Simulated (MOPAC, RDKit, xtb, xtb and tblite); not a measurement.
Conformational energy of C₁₀H₁₁F₃, SMILES CC(C)c1cccc(C(F)(F)F)c1. Scanned: dihedral C1–C2–C4–C5; all other coordinates were relaxed at GFN2-xTB.

Geometry of the scan point at -40° (Å):
```
24

C     -2.3812     0.6191     1.2460
C     -1.8768    -0.1185     0.0063
C     -2.0941     0.7330    -1.2494
C     -0.4184    -0.4921     0.0971
C      0.5334     0.3624     0.6425
C      1.8700     0.0077     0.6864
C      2.2910    -1.2104     0.1832
C      1.3485    -2.0650    -0.3684
C      1.7484    -3.4044    -0.9147
F      3.0745    -3.5616    -1.0297
F      1.3157    -4.4192    -0.1383
F      1.2325    -3.6341    -2.1368
C      0.0065    -1.7134    -0.4090
H     -3.4635     0.7146     1.2018
H     -1.9601     1.6189     1.3093
H     -2.1204     0.0721     2.1492
H     -2.4548    -1.0424    -0.1021
H     -3.1461     0.9873    -1.3542
H     -1.7773     0.1912    -2.1376
H     -1.5188     1.6540    -1.1859
H      0.2325     1.3200     1.0377
H      2.5922     0.6848     1.1165
H      3.3314    -1.4937     0.2142
H     -0.7075    -2.3994    -0.8415
```

Levels: GFN2-xTB (xtb and tblite); MMFF94 // GFN2-xTB (RDKit); UFF // GFN2-xTB (RDKit); PM3, restricted, heats of formation // GFN2-xTB (MOPAC); GFN1-xTB // GFN2-xTB (xtb).

Least-squares fit of E(φ) = a0 + Σ (a_n cos nφ + b_n sin nφ), n = 1 to 4, to the 18 scan points, in kJ/mol above the lowest point of each profile (levels whose profile four harmonics don't fit are not listed):

```
method       a0     a1     b1    a2     b2     a3     b3     a4    b4  rms of fit
--------  -----  -----  -----  ----  -----  -----  -----  -----  ----  ----------
GFN2-xTB   4.36   0.10  -0.19  2.76   4.22  -0.02   0.02  -0.61  1.31        0.39
MMFF94     6.25  -0.13   0.13  3.94   5.71  -0.31   0.06  -0.49  1.22        0.46
UFF       13.62  -0.13   0.10  8.32  12.33  -0.50   0.09  -1.04  2.40        1.04
PM3        4.63  -0.04   0.16  2.44   3.73  -0.07  -0.05  -0.19  0.55        0.33
GFN1-xTB   4.42   0.09  -0.19  2.61   3.91  -0.02   0.03  -0.33  0.75        0.28
```
